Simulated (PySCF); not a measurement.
SiFI₃, SMILES F[Si](I)(I)I. Heavy atoms are numbered as in [F:1][Si:2]([I:3])([I:4])[I:5].

Geometry: B3LYP-D3(BJ)/def2-SVP. The def2 effective core potentials stand for the cores of I; spin–orbit coupling is left out.

The numbers are results of PBE/def2-TZVP in PySCF, not measurements.

ESP charges are fitted to the potential on shells at 1.4 to 2.0 van der Waals radii. Atomic charges (e), one atom of each kind:

| atom | Mulliken | ESP fit | Löwdin |
|---|---|---|---|
| F1 | -0.23 | 0.03 | 0.04 |
| Si2 | 0.42 | -0.36 | -0.71 |
| I3 | -0.06 | 0.11 | 0.22 |

Task: Give the Mayer and Wiberg (Löwdin basis) orders of the bonds. (An estimate is asked for; the answer gives what the named calculation found.)

Result: 
```tsv
bond	Mayer	Wiberg
F1–Si2	1.18	1.74
Si2–I3	1.19	1.69
Si2–I4	1.19	1.69
Si2–I5	1.19	1.69
```
